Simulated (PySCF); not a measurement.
In(CF3)(Cl)2 (CCl2F3In), SMILES F[C](F)(F)[In]([Cl])[Cl]. Heavy atoms are numbered as in [In:1]([C:2]([F:3])([F:4])[F:5])([Cl:6])[Cl:7].

Geometry optimised at B3LYP-D3(BJ)/def2-SVP. The structure was generated by enumeration; whether it is a known compound was not checked. The def2 effective core potentials stand for the cores of In; spin–orbit coupling is left out.

These are M06-2X/def2-TZVP run with PySCF values and carry that method's errors.

Atomic charges (e), one atom of each kind:

```tsv
atom	Löwdin	Mulliken
In1	…	0.89
C2	…	0.30
F3	…	-0.16
Cl6	…	-0.35
```

Q: What belongs in the gaps? (The exact figures need the calculation; the answer reports its results.)

A: 
- In1, Löwdin: 0.07
- C2, Löwdin: -0.77
- F3, Löwdin: 0.19
- Cl6, Löwdin: 0.07
